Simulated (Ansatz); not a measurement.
Geometry optimisation, RKS PBE/def2-SVP in Ansatz.

Input:

```yaml
crystal:
  periodic: [false, false, false]
  atoms:
    - { symbol: Ge, position_ang: [0.0, 0.0, 0.0] }
    - { symbol: Ge, position_ang: [0.0, 0.0, 2.75] }
    - { symbol: H, position_ang: [-1.3958, -0.4318, 3.2674] }
    - { symbol: H, position_ang: [1.0719, -0.9929, 3.2674] }
    - { symbol: H, position_ang: [0.324, 1.4247, 3.2674] }
    - { symbol: Cl, position_ang: [2.0935, 0.0, -0.7393] }
    - { symbol: H, position_ang: [-0.73, 1.2648, -0.5162] }
    - { symbol: O, position_ang: [-0.8337, -1.4443, -0.5894] }
    - { symbol: H, position_ang: [-1.2883, -1.91, 0.183] }
    - { symbol: Cl, position_ang: [1.3153, -1.9973, 0.7946] }
    - { symbol: H, position_ang: [0.8456, -1.284, 2.0735] }
basis:
  gaussian: { orbitals: def2-SVP }
hamiltonian:
  xc: pbe
relax:
  f_tol: 0.15
  max_steps: 25
  restrain:
    - { distance: [0, 9], at: 3.42, k: 30.0 }
    - { distance: [10, 1], at: 2.75, k: 30.0 }
    - { distance: [0, 1], at: 2.4, k: 30.0 }
    - { distance: [10, 9], at: 1.37, k: 30.0 }
```

Run as:

```bash
$ ansatz run input.yaml --threads 4 --pin off --max-ram 5120MiB --backend cpu --events-out ev --progress --plain --runs-dir out
```

**Question.** Where does it end, and by what steps?

**Answer.** The run converged. The restraints hold the end off the free minimum. After 18 steps the energy has fallen by 3.450 eV (the restraints' own energy left out); Cl10 moved furthest, 1.26 Å. Parted: Ge1–Cl10 (2.52 → 3.43 Å), Ge2–H11 (1.68 → 2.76 Å).

```json
{"step": "0", "energy less start (eV)": "0.0000", "largest force component (eV/Å)": "3.276", "accepted": "yes"}
{"step": "1", "energy less start (eV)": "-1.2909", "largest force component (eV/Å)": "2.243", "accepted": "yes"}
{"step": "2", "energy less start (eV)": "-1.5950", "largest force component (eV/Å)": "3.427", "accepted": "yes"}
{"step": "3", "energy less start (eV)": "-1.9799", "largest force component (eV/Å)": "3.002", "accepted": "yes"}
{"step": "4", "energy less start (eV)": "-2.8251", "largest force component (eV/Å)": "1.650", "accepted": "yes"}
{"step": "5", "energy less start (eV)": "-3.1328", "largest force component (eV/Å)": "1.428", "accepted": "yes"}
{"step": "6", "energy less start (eV)": "-3.2761", "largest force component (eV/Å)": "0.918", "accepted": "yes"}
{"step": "7", "energy less start (eV)": "-3.3437", "largest force component (eV/Å)": "0.780", "accepted": "yes"}
{"step": "8", "energy less start (eV)": "-3.3620", "largest force component (eV/Å)": "0.794", "accepted": "yes"}
{"step": "9", "energy less start (eV)": "-3.3762", "largest force component (eV/Å)": "0.593", "accepted": "yes"}
{"step": "10", "energy less start (eV)": "-3.3836", "largest force component (eV/Å)": "0.593", "accepted": "yes"}
{"step": "11", "energy less start (eV)": "-3.3872", "largest force component (eV/Å)": "0.544", "accepted": "yes"}
{"step": "12", "energy less start (eV)": "-3.3416", "largest force component (eV/Å)": "1.507", "accepted": "no"}
{"step": "13", "energy less start (eV)": "-3.3909", "largest force component (eV/Å)": "0.722", "accepted": "yes"}
{"step": "14", "energy less start (eV)": "-3.3906", "largest force component (eV/Å)": "0.957", "accepted": "yes"}
{"step": "15", "energy less start (eV)": "-3.3888", "largest force component (eV/Å)": "1.286", "accepted": "yes"}
{"step": "16", "energy less start (eV)": "-3.4088", "largest force component (eV/Å)": "1.298", "accepted": "yes"}
{"step": "17", "energy less start (eV)": "-3.4478", "largest force component (eV/Å)": "0.935", "accepted": "yes"}
{"step": "18", "energy less start (eV)": "-3.4502", "largest force component (eV/Å)": "0.808", "accepted": "yes"}
```

```xyz
11
Properties=species:S:1:pos:R:3
Ge -0.158 0.186 0.242
Ge -0.044 0.147 2.650
H -1.142 -0.756 3.258
H 1.362 -0.298 3.117
H -0.272 1.609 3.134
Cl 2.014 -0.049 -0.254
H -0.641 1.467 -0.472
O -1.073 -1.125 -0.555
H -0.834 -1.981 -0.138
Cl 0.759 -2.851 1.533
H 1.432 -1.720 1.243
```

The run took 30 s on 4 threads of AMD EPYC 7B13 (Zen 3), on a shared host, peak memory 0.26 GiB.
